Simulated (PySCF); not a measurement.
## `C(=C)(C)C(C)(C)CC`, C8H16

Cartesian coordinates in Å; atom numbers follow the order of the lines, from 1:
```xyz
24

C    -1.638    0.318    1.531
C    -1.108    0.205    0.306
C    -1.773    0.883   -0.860
C     0.165   -0.590    0.017
C    -0.170   -1.750   -0.935
C     0.771   -1.190    1.286
C     1.209    0.316   -0.675
C     1.612    1.562    0.097
H    -2.557    0.890    1.687
H    -1.194   -0.145    2.414
H    -2.038    0.167   -1.655
H    -1.115    1.637   -1.321
H    -2.695    1.391   -0.545
H    -0.547   -1.393   -1.905
H    -0.930   -2.413   -0.494
H     0.733   -2.349   -1.134
H     1.024   -0.422    2.032
H     1.694   -1.736    1.037
H     0.080   -1.904    1.760
H     2.102   -0.300   -0.880
H     0.822    0.610   -1.666
H     2.090    1.313    1.057
H     2.329    2.166   -0.478
H     0.740    2.196    0.323
```

Level of theory: TDDFT CAM-B3LYP/aug-cc-pVDZ excited states, vertical, gas phase in PySCF. Geometry: PBE0-D3(BJ)/def2-SVP.

Task: Give the one- and two-photon strengths of the lowest singlets.

Result: δ for parallel linear polarisation; σ at the peak of a Lorentzian of half width 0.1 eV, single beam; Ω is circular over linear.
| state | E (eV) | f | photon λ (nm) | δ (au) | σ (GM) | Ω | main |
| --- | --- | --- | --- | --- | --- | --- | --- |
| S1 | 6.35 | 0.016 | 390 | 84.5 | 1.25 | 1.37 | HOMO→LUMO 0.67, HOMO→LUMO+1 0.18 |
| S2 | 6.70 | 0.221 | 370 | 139 | 2.28 | 0.23 | HOMO→LUMO+4 0.46, HOMO→LUMO+2 0.31 |
| S3 | 6.93 | 0.009 | 358 | 12.2 | 0.21 | 1.43 | HOMO→LUMO+3 0.55, HOMO→LUMO+2 0.20 |
| S4 | 6.97 | 0.004 | 356 | 43.1 | 0.77 | 1.45 | HOMO→LUMO+1 0.47, HOMO→LUMO 0.23 |
| S5 | 7.32 | 0.093 | 339 | 45.9 | 0.90 | 0.68 | HOMO→LUMO+2 0.38, HOMO→LUMO+4 0.24 |
| S6 | 7.50 | 0.003 | 331 | 28.8 | 0.59 | 1.47 | HOMO→LUMO+5 0.34, HOMO→LUMO+6 0.33 |

Among these, the strongest one-photon state is S2, the strongest two-photon state S2, with a dipole change of 2.7 D (relaxed, norm of the difference vector).
